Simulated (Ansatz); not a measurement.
The inner images of a band of FH + H2O + H4O2Si (12 atoms, charge 0, multiplicity 1) are given out of order.

Computed with Ansatz 0.2.0, RKS B3LYP/def2-SVP.

Image 0:

```xyz
12
Properties=species:S:1:pos:R:3
Si -1.457 0.041 -0.501
O -0.874 -0.835 0.841
H -0.952 -0.767 -1.640
H -2.938 0.071 -0.428
O -0.931 1.594 -0.489
H 1.856 0.551 -0.094
F 1.713 1.329 -0.666
H 0.868 -0.876 0.912
O 1.830 -0.725 0.741
H -1.271 -0.593 1.689
H 0.041 1.702 -0.592
H 2.117 -1.493 0.227
```

Image 8:

```xyz
12
Properties=species:S:1:pos:R:3
Si -0.980 0.752 -0.638
O -0.565 -1.411 0.854
H -0.925 -0.407 -1.554
H -1.962 0.794 0.457
O -1.359 2.113 -1.518
H 1.835 -0.086 0.738
F 0.556 1.016 -0.073
H 0.411 -1.465 0.965
O 2.135 -0.956 1.056
H -0.888 -1.277 1.756
H -0.902 2.240 -2.358
H 2.644 -1.313 0.314
```

Problem. Put them in order from the first end to the last, with their energies above the first end.
A.
```xyz
12
Properties=species:S:1:pos:R:3
Si -1.044 0.354 -0.673
O -0.442 -0.814 0.809
H -1.164 -0.476 -1.905
H -2.361 0.131 0.025
O -1.235 2.021 -0.750
H 1.910 -0.099 0.255
F 0.688 0.501 -0.811
H 0.536 -0.899 1.066
O 2.103 -0.728 0.986
H -1.057 -0.967 1.538
H -0.443 2.463 -1.082
H 2.510 -1.487 0.543
```
B.
```xyz
12
Properties=species:S:1:pos:R:3
Si -1.403 0.186 -0.527
O -0.695 -0.746 0.718
H -0.968 -0.442 -1.795
H -2.864 0.058 -0.306
O -1.065 1.797 -0.415
H 1.748 0.279 -0.184
F 1.402 0.834 -0.913
H 0.989 -0.843 1.046
O 1.963 -0.712 0.939
H -1.258 -0.840 1.497
H -0.129 1.972 -0.618
H 2.281 -1.543 0.559
```
C.
```xyz
12
Properties=species:S:1:pos:R:3
Si -1.262 0.230 -0.542
O -0.559 -0.670 0.746
H -0.963 -0.417 -1.840
H -2.693 0.026 -0.213
O -1.108 1.878 -0.462
H 1.635 0.129 -0.136
F 1.140 0.595 -0.878
H 0.991 -0.830 1.090
O 1.976 -0.707 0.957
H -1.209 -0.905 1.421
H -0.229 2.204 -0.698
H 2.281 -1.532 0.555
```
D.
```xyz
12
Properties=species:S:1:pos:R:3
Si -1.058 0.256 -0.590
O -0.443 -0.686 0.812
H -1.012 -0.482 -1.881
H -2.478 0.007 -0.137
O -1.124 1.923 -0.498
H 1.662 -0.033 0.022
F 0.850 0.499 -0.869
H 0.805 -0.786 1.052
O 1.928 -0.638 0.877
H -1.136 -0.915 1.444
H -0.280 2.320 -0.749
H 2.285 -1.465 0.517
```
E.
```xyz
12
Properties=species:S:1:pos:R:3
Si -1.055 0.465 -0.673
O -0.468 -1.083 0.784
H -1.173 -0.503 -1.792
H -2.211 0.362 0.257
O -1.338 2.065 -1.100
H 1.942 -0.097 0.383
F 0.626 0.666 -0.567
H 0.495 -1.086 1.039
O 2.152 -0.791 1.039
H -0.989 -1.012 1.596
H -0.567 2.498 -1.487
H 2.586 -1.483 0.521
```
F.
```xyz
12
Properties=species:S:1:pos:R:3
Si -1.051 0.612 -0.680
O -0.506 -1.307 0.817
H -1.125 -0.480 -1.676
H -2.038 0.601 0.415
O -1.403 2.088 -1.378
H 1.923 -0.093 0.534
F 0.560 0.833 -0.320
H 0.461 -1.293 1.015
O 2.170 -0.864 1.076
H -0.929 -1.118 1.665
H -0.713 2.463 -1.937
H 2.653 -1.441 0.468
```
G.
```xyz
12
Properties=species:S:1:pos:R:3
Si -1.459 0.111 -0.511
O -0.818 -0.844 0.750
H -0.997 -0.585 -1.736
H -2.934 0.098 -0.360
O -0.970 1.677 -0.409
H 1.821 0.438 -0.174
F 1.604 1.099 -0.860
H 0.913 -0.852 0.958
O 1.881 -0.679 0.860
H -1.275 -0.750 1.597
H -0.011 1.775 -0.588
H 2.243 -1.489 0.475
```

Solution. G (+1.4 kJ/mol), B (+9.2 kJ/mol), C (+29.3 kJ/mol), D (+66.9 kJ/mol), A (+47.5 kJ/mol), E (+36.5 kJ/mol), F (+15.8 kJ/mol).

Run time: 4.5 min on 2 threads of Arm Neoverse V1, with other jobs on the host, peak memory 0.24 GiB.
